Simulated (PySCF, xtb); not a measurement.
GeO3, SMILES [O]=[Ge]1[O][O]1.

xtb with GFN2-xTB at its own geometry gives an orbital gap of 4.52 eV and a dipole moment of 0.11 D.

Coordinates come from a PBE-D3(BJ)/def2-SVP optimisation.

Problem. What does PySCF with ωB97X/def2-TZVPD give? (An estimate is asked for; the answer gives what the named calculation found.)

Solution. gap 10.45 eV (levels -11.69 and -1.24 eV), dipole 0.09 D.
